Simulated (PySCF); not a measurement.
An isoelectronic set: 21 electrons

PBE0 in PySCF with def2-TZVP on every atom, for the lowest determinant that a PBE0 search found; no spin–orbit coupling. All have 21 electrons, 9 of them in the valence shells, and the same state, a doublet (σ ↑). For ions De leads to the atom and ion picked by measured ionisation energies and electron affinities.

```json
{"species": "MgF", "difference of nuclear charges": "3", "Re (Å)": "1.764", "ωe (cm⁻¹)": "701", "k (mdyn/Å)": "3.07", "De (eV)": "4.44", "dissociates to": "Mg + F", "Mayer bond order": "0.74"}
{"species": "AlO", "difference of nuclear charges": "5", "Re (Å)": "1.620", "ωe (cm⁻¹)": "968", "k (mdyn/Å)": "5.54", "De (eV)": "5.04", "dissociates to": "Al + O", "Mayer bond order": "2.09"}
{"species": "SiN", "difference of nuclear charges": "7", "Re (Å)": "1.564", "ωe (cm⁻¹)": "1197", "k (mdyn/Å)": "7.88", "De (eV)": "4.45", "dissociates to": "Si + N", "Mayer bond order": "2.62"}
{"species": "BS", "difference of nuclear charges": "11", "Re (Å)": "1.608", "ωe (cm⁻¹)": "1207", "k (mdyn/Å)": "7.03", "De (eV)": "5.99", "dissociates to": "B + S", "Mayer bond order": "2.52"}
{"species": "BeCl", "difference of nuclear charges": "13", "Re (Å)": "1.812", "ωe (cm⁻¹)": "828", "k (mdyn/Å)": "2.90", "De (eV)": "4.21", "dissociates to": "Be + Cl", "Mayer bond order": "1.34"}
{"species": "AlF⁺", "difference of nuclear charges": "4", "Re (Å)": "1.601", "ωe (cm⁻¹)": "939", "k (mdyn/Å)": "5.80", "De (eV)": "3.29", "dissociates to": "Al⁺ + F", "Mayer bond order": "1.37"}
{"species": "SiO⁺", "difference of nuclear charges": "6", "Re (Å)": "1.517", "ωe (cm⁻¹)": "1159", "k (mdyn/Å)": "8.06", "De (eV)": "4.72", "dissociates to": "Si⁺ + O", "Mayer bond order": "2.32"}
{"species": "BCl⁺", "difference of nuclear charges": "12", "Re (Å)": "1.596", "ωe (cm⁻¹)": "1154", "k (mdyn/Å)": "6.57", "De (eV)": "4.29", "dissociates to": "B⁺ + Cl", "Mayer bond order": "1.98"}
```

For an ion De counts to the pair picked by the measured ionisation energies or electron affinities, which need not be the lowest pair at this level. States were picked by a PBE0 search and need not be the measured ground states.
